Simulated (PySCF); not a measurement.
Mo(O)2(OH) (HMoO₃), SMILES [O]=[Mo](=[O])[OH] (connectivity only; charge and spin as stated), neutral, multiplicity 2.

Geometry: B3LYP-D3(BJ)/def2-SVP. The geometry has at least one imaginary mode, so it is a saddle point at that level. The spin state was assumed, not searched. The isomer is the one that the SMILES or the coordinates give; other isomers of the formula were not compared. The def2 effective core potentials stand for the cores of Mo; spin–orbit coupling is left out. One conformer was computed; it need not be the lowest.

Two levels are set side by side: PBE/def2-TZVPD (PySCF) and M06-2X/def2-TZVPD (PySCF). Same geometry, gas phase. Differences are taken from unrounded values.

| quantity | M06-2X | PBE | PBE minus M06-2X |
|---|---|---|---|
| α-spin orbital gap (eV) | 6.77 | 1.90 | -4.87 |
| β-spin orbital gap (eV) | 7.33 | 3.06 | -4.28 |
| dipole moment (D) | 3.97 | 3.84 | -0.13 |
| mean polarisability (bohr³) | 47.5 | 51.5 | 4.0 |

Loosely held outer electrons make PBE densities more polarisable. Differences between two approximate levels are no errors against the true value.

Rough cost on one machine, each run with all the roots and properties that it gave: M06-2X against PBE within a factor of 2.
